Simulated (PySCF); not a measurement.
Compound: C4H10NSi2 (doublet state).
Geometry (PBE0-D3(BJ)/def2-SVP, Å), atoms numbered from 1 in this order:
```
atom  x, y, z in Å
C1     3.228   -0.451   -0.544
C2     1.941   -0.142   -0.321
C3     1.004   -0.988    0.389
C4    -0.316   -0.774    0.589
N5    -1.135    0.240    0.081
Si6   -0.856    1.042   -1.471
Si7   -2.474    0.709    1.143
H8     3.650   -1.406   -0.215
H9     3.898    0.240   -1.061
H10    1.577    0.832   -0.675
H11    1.414   -1.893    0.847
H12   -0.843   -1.488    1.237
H13   -0.373    0.012   -2.444
H14   -2.183    1.605   -1.885
H15   -3.348    1.654    0.397
H16   -3.226   -0.525    1.522
H17   -1.973    1.357    2.392
```

The hyperfine couplings belong to this conformer and change with its torsions.

Identity: `C=C/C=C\N([SiH2])[SiH3]` [radical].

Theory: UKS B3LYP, IGLO-III on C N Si, pcH-1 on H, non-relativistic, mean-field spin-orbit, GIAO in PySCF 2.14.0. The structure is a single PBE0-D3(BJ)/def2-SVP conformer in the gas phase; no vibrational or solvent corrections. The frame is twisted about the C4–N5 bond at this geometry (dihedral C3–C4–N5–Si6 = 29°); couplings at other torsion angles weren't computed. Stability of the SCF solution: not tested.

**Question.** What is the g tensor, term by term?

**Answer.** 
```
                    Δg (ppm)     1     2     3
relativistic mass correction  -146  -146  -146
            gauge correction    17    43    44
   orbital Zeeman/spin–orbit  -219    70  1122
                       total  -348   -33  1020
```

So g = 2.00197, 2.00229, 2.00334 and g_iso = 2.00253; the tensor is rhombic: the two nearest values differ by 23 % of g3 − g1. 

**Question.** How much does each term add to the isotropic shift?

**Answer.** The orbital-Zeeman/spin–orbit term 324, the mass correction -146 and the gauge correction 35 ppm, for a total of 213 ppm. The orbital-Zeeman/spin–orbit term is the largest in size. The mass correction is the same along every axis, so the anisotropy comes from the other two: their spans along these axes are 27 (gauge) and 1341 ppm (orbital Zeeman/spin–orbit).

**Question.** What effective moment and Curie constant follow for a powder?

**Answer.** With the mean of g² = 4.0101 and S(S+1) = 0.75: μ_eff = √(⟨g²⟩S(S+1)) = 1.734 μB and χT = 0.12505·⟨g²⟩·S(S+1) = 0.376 cm³ K/mol (cgs; spin-Hamiltonian part alone).

**Question.** In a frozen sample, at which fields do the three g values resonate at 9.5, 34, 94 and 263 GHz (hyperfine left aside), and which band first spreads them over more than twice a line width of 0.5 mT?

**Answer.** 
```json
{"band": "X", "GHz": "9.5", "B(g3) mT": "338.81", "B(g2) mT": "338.99", "B(g1) mT": "339.04", "spread mT": "0.23"}
{"band": "Q", "GHz": "34.0", "B(g3) mT": "1212.59", "B(g2) mT": "1213.22", "B(g1) mT": "1213.42", "spread mT": "0.83"}
{"band": "W", "GHz": "94.0", "B(g3) mT": "3352.45", "B(g2) mT": "3354.21", "B(g1) mT": "3354.74", "spread mT": "2.29"}
{"band": "J", "GHz": "263.0", "B(g3) mT": "9379.72", "B(g2) mT": "9384.65", "B(g1) mT": "9386.13", "spread mT": "6.41"}
```

The spread grows in proportion to the frequency. W band is the first where it exceeds 1.0 mT.

Largest spin populations (Mulliken): Si6 (+0.79) and N5 (+0.08). No atom but Si6 exceeds +0.15. The angles at Si6 add up to 325.2°, so it is pyramidal.

The HOMO–LUMO gaps are 4.21 eV among the α and 3.34 eV among the β orbitals.

The run took 1.9 min of wall time on an x86-64 server with one thread, no GPU, on a shared host.
